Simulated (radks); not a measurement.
Neutral phosphorus inside a hard spherical wall (all orbitals vanish at R), configuration held at [Ne] 3s2 3p3 and not refilled when levels cross. Method: non-relativistic Kohn-Sham, PBE, spin-polarised, spherical densities, point nucleus; open shells are filled with parallel spins first; computed with a radial shooting solver on a logarithmic mesh with Libxc functionals. Eigenvalues in eV for spin up, with the zero of energy where the potential of the charges vanishes at infinity; a dash marks a level that is unbound or too diffuse for the functional's potential to be trusted. A positive occupied level is held by the wall or, in an anion where self-interaction has pushed it up, behind a barrier. The pressure on the wall is -dE/dV.

| R (bohr) | E (hartree) | kinetic (hartree) | e(2s) | e(2p) | e(3s) | e(3p) | e(4s, empty) | e(4p, empty) | pressure (GPa) |
|---|---|---|---|---|---|---|---|---|---|
| free | -341.11568 | 340.654 | -172.71 | -124.21 | -14.729 | -6.294 | - | - | 0 |
| 20 | -341.11568 | 340.654 | -172.71 | -124.21 | -14.729 | -6.294 | - | - | < 0.0001 |
| 15 | -341.11568 | 340.654 | -172.71 | -124.21 | -14.729 | -6.294 | -0.457 | 0.541 | < 0.0001 |
| 12 | -341.11568 | 340.654 | -172.71 | -124.21 | -14.728 | -6.293 | -0.297 | 0.962 | 0.000100 |
| 10 | -341.11561 | 340.655 | -172.70 | -124.20 | -14.722 | -6.287 | 0.056 | 1.670 | 0.00220 |
| 7 | -341.11171 | 340.687 | -172.44 | -123.94 | -14.545 | -6.100 | 2.418 | 5.386 | 0.256 |
| 5 | -341.05383 | 341.025 | -170.54 | -122.03 | -13.312 | -4.664 | 10.572 | 15.839 | 8.21 |
| 2.5 | -338.20328 | 350.423 | -144.87 | -96.079 | 10.936 | 23.652 | 112.05 | 120.90 | 1910 |
